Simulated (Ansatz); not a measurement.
## Bend profile

SnClF (SMILES [F][Sn][Cl]), singlet, at its PBE0-D4/def2-TZVP minimum:

```xyz
3
angstrom
F -1.3896 0.2231 -0.7444
Sn 0.1643 0.8981 0.1907
Cl 1.2143 -1.1860 0.5405
```

The angle F1–Sn2–Cl3 (96.9° at the minimum) is set to the values below, F1, with anything bonded beyond it, turning rigidly in the plane of the angle. Each method's energies count from its own value at the PBE0-D4 minimum structure. Program: Ansatz 0.2.0. Basis: def2-TZVPP. Cores are frozen in the correlated methods. Filled d shells of the heavier atoms are correlated. Core potentials replace the inner electrons of the atoms past krypton. The def2 sets are not built for correlating such inner shells, so the correlated values are less sure here. B3LYP uses VWN-RPA correlation.

```json
{"angle (°)": "66.9", "CCSD(T) (eV)": "1.021", "MP2 (eV)": "1.025", "r2SCAN-D4 (eV)": "0.982", "wB97M-V (eV)": "0.976", "PBE-D4 (eV)": "0.975"}
{"angle (°)": "74.4", "CCSD(T) (eV)": "0.475", "MP2 (eV)": "0.479", "r2SCAN-D4 (eV)": "0.447", "wB97M-V (eV)": "0.443", "PBE-D4 (eV)": "0.455"}
{"angle (°)": "81.9", "CCSD(T) (eV)": "0.183", "MP2 (eV)": "0.186", "r2SCAN-D4 (eV)": "0.166", "wB97M-V (eV)": "0.164", "PBE-D4 (eV)": "0.178"}
{"angle (°)": "89.4", "CCSD(T) (eV)": "0.041", "MP2 (eV)": "0.043", "r2SCAN-D4 (eV)": "0.034", "wB97M-V (eV)": "0.033", "PBE-D4 (eV)": "0.043"}
{"angle (°)": "96.9", "CCSD(T) (eV)": "0.000", "MP2 (eV)": "0.000", "r2SCAN-D4 (eV)": "0.000", "wB97M-V (eV)": "0.000", "PBE-D4 (eV)": "0.000"}
{"angle (°)": "104.4", "CCSD(T) (eV)": "0.034", "MP2 (eV)": "0.031", "r2SCAN-D4 (eV)": "0.037", "wB97M-V (eV)": "0.038", "PBE-D4 (eV)": "0.025"}
{"angle (°)": "111.9", "CCSD(T) (eV)": "0.127", "MP2 (eV)": "0.121", "r2SCAN-D4 (eV)": "0.131", "wB97M-V (eV)": "0.133", "PBE-D4 (eV)": "0.103"}
{"angle (°)": "119.4", "CCSD(T) (eV)": "0.267", "MP2 (eV)": "0.257", "r2SCAN-D4 (eV)": "0.269", "wB97M-V (eV)": "0.274", "PBE-D4 (eV)": "0.224"}
{"angle (°)": "126.9", "CCSD(T) (eV)": "0.445", "MP2 (eV)": "0.428", "r2SCAN-D4 (eV)": "0.445", "wB97M-V (eV)": "0.453", "PBE-D4 (eV)": "0.379"}
```

Minimum and curvature along this coordinate at CCSD(T): A fifth-order fit through the nearest points gives 97.0°, with a curvature of about 1.3 meV/deg².

Largest difference from the CCSD(T) curve over the scan: PBE0-D4 0.038; B3LYP-D4 0.031; HF 0.108 eV. Each curve counts from its own value at the minimum.

The T1 diagnostic stays at or below 0.017.

For scale, one of the runs: CCSD(T)/def2-TZVPP, 123 basis functions (an equivalent command: `ansatz run in.yaml --threads 2`). The run took about 6.5 s on 2 CPU threads (shared host).
